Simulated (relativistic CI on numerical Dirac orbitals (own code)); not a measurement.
## Line list: Forbidden lines, Ho59+

These numbers are calculated, not measured: Dirac-Coulomb-Breit CI, orbitals from a KLI potential per configuration, QED by a radiative potential, unscaled Slater integrals (own radial code, finite nucleus).

Configurations in the expansion (outside the closed core 1s2): 2s2 2p4, 2s 2p5, 2p6, 2p5 3s, 2p5 3p, 2p5 3d, 2s2 2p3 3s, 2s2 2p3 3p, 2s2 2p3 3d, 2s 2p4 3s, 2s 2p4 3p, 2s 2p4 3d, 2s2 2p3 4s, 2s2 2p3 4p, 2s2 2p3 4d, 2s2 2p3 4f, 2s2 2p2 3s2, 2s 2p4 4s, 2s 2p4 4p, 2s2 2p2 3s 3p, 2s 2p4 4d, 2s 2p4 4f, 2s2 2p3 5s, 2s2 2p3 5p, 2s2 2p2 3s 3d, 2s2 2p2 3p2, 2s2 2p3 5d, 2s2 2p3 5f, 2s2 2p3 5g, 2s2 2p2 3p 3d, 2s 2p3 3s2, 2s2 2p2 3d2, 2s 2p3 3s 3p, 2s 2p3 3s 3d, 2s 2p3 3p2, 2s 2p4 5s. Levels of other configurations are missing.

| λ vac (Å) | Lower | Upper | Type | A (s⁻¹) | E lower (eV) | E upper (eV) |
| --- | --- | --- | --- | --- | --- | --- |
| 1.2347 | 2s2 2p4 3P_2 [1] | 2s2 2p3 4f 3F_4 [223] | E2 | 4.19e+12 | 0.0 | 10041.7 |
| 1.3997 | 2s 2p5 3P°_2 [5] | 2p5 3d 3D°_3 [229] | E2 | 2.71e+12 | 1239.2 | 10097.0 |
| 1.4003 | 2s2 2p4 3P_1 [3] | 2s 2p4 3d 3F_3 [189] | E2 | 3.99e+12 | 887.0 | 9740.9 |
| 1.4009 | 2s2 2p4 1D_2 [4] | 2s 2p4 3d 1F_3 [192] | E2 | 2.93e+12 | 905.6 | 9755.9 |
| 1.4012 | 2s 2p5 3P°_2 [5] | 2p5 3d 1D°_2 [228] | E2 | 1.16e+12 | 1239.2 | 10087.8 |
| 1.4015 | 2s2 2p4 1D_2 [4] | 2s 2p4 3d 3F_4 [191] | E2 | 3.65e+12 | 905.6 | 9751.9 |
| 1.4016 | 2s2 2p4 3P_2 [1] | 2s 2p4 3d 3F_4 [110] | E2 | 4.46e+12 | 0.0 | 8845.7 |
| 1.4022 | 2s 2p5 3P°_2 [5] | 2p5 3d 3F°_4 [227] | E2 | 4.56e+12 | 1239.2 | 10081.1 |
| 1.4077 | 2s2 2p4 1S_0 [2] | 2s 2p4 3d 1D_2 [113] | E2 | 5.59e+12 | 52.6 | 8860.4 |
| 1.4095 | 2s2 2p4 3P_1 [3] | 2s 2p4 3d 3F_2 [180] | E2 | 2.43e+12 | 887.0 | 9683.7 |
| 1.4095 | 2s2 2p4 3P_1 [3] | 2s 2p4 3d 3G_3 [179] | E2 | 6.55e+11 | 887.0 | 9683.4 |
| 1.4102 | 2s 2p5 3P°_2 [5] | 2p5 3d 3D°_2 [221] | E2 | 3.38e+12 | 1239.2 | 10031.2 |
| 1.4105 | 2s2 2p4 1D_2 [4] | 2s 2p4 3d 1F_3 [182] | E2 | 4.57e+12 | 905.6 | 9695.5 |
| 1.4106 | 2s2 2p4 3P_2 [1] | 2s 2p4 3d 3D_1 [106] | E2 | 4.19e+12 | 0.0 | 8789.7 |
| 1.4109 | 2s2 2p4 1D_2 [4] | 2s 2p4 3d 3F_4 [181] | E2 | 2.49e+12 | 905.6 | 9693.3 |
| 1.4113 | 2s 2p5 3P°_2 [5] | 2p5 3d 3F°_3 [217] | E2 | 1.83e+12 | 1239.2 | 10024.1 |
| 1.4114 | 2s 2p5 1P°_1 [6] | 2p5 3d 3D°_3 [229] | E2 | 1.82e+12 | 1312.8 | 10097.0 |
| 1.4115 | 2s 2p5 3P°_2 [5] | 2p5 3d 3P°_1 [216] | E2 | 4.47e+12 | 1239.2 | 10022.8 |
| 1.4129 | 2s 2p5 1P°_1 [6] | 2p5 3d 1D°_2 [228] | E2 | 3.34e+12 | 1312.8 | 10087.8 |
| 1.4130 | 2s 2p5 3P°_2 [5] | 2p5 3d 3P°_0 [214] | E2 | 4.56e+12 | 1239.2 | 10013.9 |
| 1.4141 | 2s2 2p4 3P_1 [3] | 2s 2p4 3d 3F_3 [173] | E2 | 2.05e+12 | 887.0 | 9654.4 |
| 1.4143 | 2s2 2p4 3P_1 [3] | 2s 2p4 3d 3F_2 [172] | E2 | 2.11e+12 | 887.0 | 9653.3 |
| 1.4177 | 2s2 2p4 3P_2 [1] | 2s 2p4 3d 3F_4 [98] | E2 | 2.07e+12 | 0.0 | 8745.2 |
| 1.4200 | 2s2 2p4 1D_2 [4] | 2s 2p4 3d 5D_4 [170] | E2 | 6.23e+11 | 905.6 | 9636.8 |
| 1.4221 | 2s 2p5 1P°_1 [6] | 2p5 3d 3D°_2 [221] | E2 | 1.10e+12 | 1312.8 | 10031.2 |
| 1.4226 | 2s2 2p4 1D_2 [4] | 2s 2p4 3d 3G_4 [167] | E2 | 2.39e+12 | 905.6 | 9621.2 |
| 1.4233 | 2s 2p5 1P°_1 [6] | 2p5 3d 3F°_3 [217] | E2 | 2.62e+12 | 1312.8 | 10024.1 |
| 1.4268 | 2s2 2p4 3P_2 [1] | 2s 2p4 3d 3F_4 [95] | E2 | 2.52e+12 | 0.0 | 8689.8 |
| 1.4275 | 2s2 2p4 3P_2 [1] | 2s 2p4 3d 5D_3 [93] | E2 | 1.09e+12 | 0.0 | 8685.4 |
| 1.4278 | 2s2 2p4 3P_2 [1] | 2s 2p4 3d 5D_2 [91] | E2 | 6.74e+11 | 0.0 | 8683.4 |
| 1.4892 | 2s2 2p4 3P_1 [3] | 2s2 2p3 3p 3D_3 [125] | E2 | 4.78e+11 | 887.0 | 9212.7 |
| 1.4940 | 2s2 2p4 1S_0 [2] | 2s2 2p3 3p 1D_2 [55] | E2 | 4.39e+11 | 52.6 | 8351.5 |
| 1.4949 | 2s2 2p4 3P_2 [1] | 2s2 2p3 3p 3D_3 [46] | E2 | 3.24e+11 | 0.0 | 8293.7 |
| 1.4951 | 2s2 2p4 3P_2 [1] | 2s2 2p3 3p 3F_4 [45] | E2 | 6.78e+11 | 0.0 | 8292.5 |
| 1.4987 | 2s2 2p4 3P_2 [1] | 2s2 2p3 3p 5P_3 [42] | E2 | 3.30e+11 | 0.0 | 8272.6 |
| 1.4996 | 2s 2p5 3P°_2 [5] | 2s 2p4 3p 3F°_4 [150] | E2 | 7.19e+11 | 1239.2 | 9506.8 |
| 1.6685 | 2s2 2p4 1D_2 [4] | 2s2 2p3 3p 1D_2 [53] | E2 | 6.08e+11 | 905.6 | 8336.5 |
| 1.6757 | 2s2 2p4 3P_2 [1] | 2s2 2p3 3p 3P_1 [16] | E2 | 5.52e+11 | 0.0 | 7398.8 |
| 1.6758 | 2s2 2p4 3P_2 [1] | 2s2 2p3 3p 3D_3 [15] | E2 | 5.37e+11 | 0.0 | 7398.5 |
| 1.6784 | 2s2 2p4 1D_2 [4] | 2s2 2p3 3p 3F_4 [45] | E2 | 2.61e+11 | 905.6 | 8292.5 |
| 1.7300 | 2s2 2p4 1D_2 [4] | 2s2 2p3 3p 3P_2 [36] | E2 | 4.60e+11 | 905.6 | 8072.2 |
| 1.7348 | 2s2 2p4 3P_2 [1] | 2s2 2p3 3p 3D_2 [14] | E2 | 9.73e+11 | 0.0 | 7146.8 |
| 1.7352 | 2s2 2p4 3P_2 [1] | 2s2 2p3 3p 3P_1 [13] | E2 | 7.17e+11 | 0.0 | 7145.1 |
| 1.7378 | 2s2 2p4 3P_1 [3] | 2s2 2p3 3p 3F_2 [34] | E2 | 6.74e+11 | 887.0 | 8021.5 |
| 1.7382 | 2s2 2p4 1D_2 [4] | 2s2 2p3 3p 3F_3 [35] | E2 | 8.27e+11 | 905.6 | 8038.5 |

Terms are leading LS components. Brackets give the number of a level in order of energy, since labels repeat. The list gives strong lines, with weight on those to low levels, among the lowest 400 of 1493 levels, so that lines to higher ones, which can be the strongest, are missing. Levels whose partners in the same complex of configurations lie outside the list can be far off, and so can their lines. Rates are taken at the computed energies, electric ones in the length gauge.

At this charge energies of transitions that change n are usually good to better than 1 %, and those within a shell (Δn = 0) to a few per cent.

LS names give the leading component of a level, which can be under half, so a name can repeat, a term be missing and a line seem to break the LS rules.
